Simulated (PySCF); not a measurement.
MN15 on Si⁻ (silicon, charge -1), [Ne] 3s2 3p3, high-spin 4S determinant. Computed with PySCF 2.14 in aug-cc-pCVTZ-DK with one added diffuse shell each of s, p, d, f type (9s8p6d4f, 91 functions), with the spin-free X2C one-electron Hamiltonian (Gaussian nucleus).

```
cycle= 1 E= -290.039670735999  delta_E= -0.045  |g|= 0.0654  |ddm|= 0.774
cycle= 2 E= -290.040029279825  delta_E= -0.000359  |g|= 0.0182  |ddm|= 0.101
cycle= 3 E= -290.040106210258  delta_E= -7.69e-05  |g|= 0.00813  |ddm|= 0.049
cycle= 4 E= -290.040131303579  delta_E= -2.51e-05  |g|= 0.000716  |ddm|= 0.0161
cycle= 5 E= -290.04013484252  delta_E= -3.54e-06  |g|= 0.000206  |ddm|= 0.0112
cycle= 6 E= -290.040135252963  delta_E= -4.1e-07  |g|= 9.32e-05  |ddm|= 0.0038
cycle= 7 E= -290.04013531853  delta_E= -6.56e-08  |g|= 1.7e-05  |ddm|= 0.00195
cycle= 8 E= -290.040135320216  delta_E= -1.69e-09  |g|= 2.92e-06  |ddm|= 0.000343
cycle= 9 E= -290.040135320239  delta_E= -2.36e-11  |g|= 2.27e-07  |ddm|= 3.23e-05
converged SCF energy = -290.040135320239  <S^2> = 3.7515264  2S+1 = 4.0007631
```

Highest occupied orbital energy: 0.013 eV; ⟨L²⟩ = 0.00; populations by l: s 6.00, p 9.00, d 0.00, f 0.00.

Task: Can this result be used?

Result: With care. The calculation finished and met its thresholds. At MN15 the highest occupied level has a positive energy, so only the finite basis holds that electron; in a semilocal or global hybrid functional this comes from self-interaction and does not mean that the real anion is unbound.
